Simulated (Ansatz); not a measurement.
BrHSSi (`S[Si]Br`), charge 0, multiplicity 1.

Question: Give a relaxed structure at PBE0-D4/def2-TZVP (the Gaussian-basis code of Ansatz). (Estimate.)

Answer: Computed: 
Cartesian coordinates in Å:
```
S 0.411 -0.104 1.057
Si -0.599 0.392 -0.753
Br 0.454 -1.104 -2.076
H -0.265 0.816 1.772
```
Point group Cs.
